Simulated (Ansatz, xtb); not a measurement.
## Two isomers of C6H3N3

Structure I is `N#Cc1cc[nH]c1C#N`, a singlet and structure II is `N#Cc1c[nH]c(C#N)c1`, a singlet. Both are isolated molecules in the gas phase, relaxed with B3LYP-D3(BJ)/def2-SVP.

Quicker runs give these differences E(II) − E(I): GFN2-xTB −1.45 kJ/mol; HF/STO-3G −5.68 kJ/mol (at GFN2-xTB geometries); r2SCAN-D4/def2-SVP −3.67 kJ/mol (at GFN2-xTB geometries).

Q: Estimate E(II) − E(I) at the level CCSD(T)/def2-SVP + ΔMP2/def2-TZVPP.

A: Calculated at CCSD(T)/def2-SVP + ΔMP2/def2-TZVPP: E(II) − E(I) = −4.78 kJ/mol, so structure II lies lower.

Level by level:

```tsv
level	geometry	E(II) − E(I) (kJ/mol)	departure from the last row (kJ/mol)	job, with rough time for the two
GFN2-xTB	GFN2-xTB	−1.45	+3.33	optimisation, 0.15 s
HF/STO-3G	GFN2-xTB	−5.68	−0.90	single point, 0.52 s
r2SCAN-D4/def2-SVP	GFN2-xTB	−3.67	+1.11	single point, 3.8 s
B3LYP-D3(BJ)/def2-SVP	B3LYP-D3(BJ)/def2-SVP	−3.96	+0.81	optimisation, 41 s
HF/def2-SVP	B3LYP-D3(BJ)/def2-SVP	−11.40	−6.63	part of the CCSD(T) run
MP2/def2-SVP	B3LYP-D3(BJ)/def2-SVP	−0.77	+4.00	part of the CCSD(T) run
CCSD(T)/def2-SVP	B3LYP-D3(BJ)/def2-SVP	−5.33	−0.55	single point
CCSD(T)/def2-SVP + ΔMP2/def2-TZVPP	B3LYP-D3(BJ)/def2-SVP	−4.78		single point, 91 s
```

As drawn, both hold the same kinds of bond in the same numbers.

GFN2-xTB, MP2/def2-SVP find them nearly level. The largest departure from CCSD(T)/def2-SVP + ΔMP2/def2-TZVPP is that of HF/def2-SVP, 6.63 kJ/mol. The last row adds to CCSD(T) the change of the MP2 difference between the two basis sets, here +0.55 kJ/mol.

With thermal terms from frequencies at re-optimised GFN2-xTB minima (ideal gas, soft modes damped towards free rotors, one conformer each, 298.15 K, 1 atm): on the last row, ΔE + ΔZPE = −4.86, ΔH = −4.84, ΔG = −4.77 kJ/mol.

The correlated steps freeze 9 core orbitals. Programs: Ansatz 0.2.0, xtb 6.7.1; the last row on 2 threads of Intel(R) Xeon(R) Platinum 8488C (Sapphire Rapids) on a shared host.
